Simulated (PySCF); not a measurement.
RbTe⁺: frontier orbitals

CAM-B3LYP at R = 3.844 Å; Rb def2-SVP with ECP28, Te def2-SVP with ECP28; scalar-relativistic core potentials (PySCF 2.14). State: ³Σ⁻ (triplet), unpaired electrons π ↑↑. Only the outer orbitals are listed, counted within each symmetry, core potentials removing the inner ones.

```csv
spin,orbital,occ.,ε (eV),on Rb (%),main shells (%)
α,4σ,1,-41.94,100,100 Rb s
α,3π,1,-24.30,100,100 Rb p
α,3π,1,-24.30,100,100 Rb p
α,5σ,1,-24.27,98,98 Rb p
α,6σ,1,-23.16,3,97 Te s
α,4π,1,-12.88,1,99 Te p
α,4π,1,-12.88,1,99 Te p
α,7σ,1,-12.09,3,97 Te p
α,8σ,0,-4.48,99,99 Rb s
α,5π,0,-2.74,100,100 Rb p
α,5π,0,-2.74,100,100 Rb p
β,4σ,1,-41.94,100,100 Rb s
β,3π,1,-24.30,100,100 Rb p
β,3π,1,-24.30,100,100 Rb p
β,5σ,1,-24.26,100,100 Rb p
β,6σ,1,-21.09,1,99 Te s
β,7σ,1,-11.51,4,96 Te p
β,4π,0,-6.85,4,96 Te p
β,4π,0,-6.85,4,96 Te p
β,8σ,0,-4.46,99,98 Rb s
```

Q: Which are the highest filled and the lowest empty level, where do they sit, and how wide is the gap?

A: Highest filled β 7σ at -11.51 eV (in %: 96 Te p); lowest empty β 4π at -6.85 eV (in %: 96 Te p); the gap at CAM-B3LYP is 4.66 eV.

- bond order (Mayer): 0.18
- ⟨S²⟩: 2.003
- charge on Rb (Mulliken, basis-dependent): 0.91
- charge on Rb (Löwdin, basis-dependent): 0.72
- dipole moment (positive dipole points towards Te; it is taken about the centre of mass and depends on that origin): -9.29 D
- polarisability along the bond: 51.7 bohr³
- polarisability across the bond: 31.4 bohr³

Spin–orbit coupling is left out. The state is the lowest determinant that a PBE0 search found; another state may lie lower at other levels.
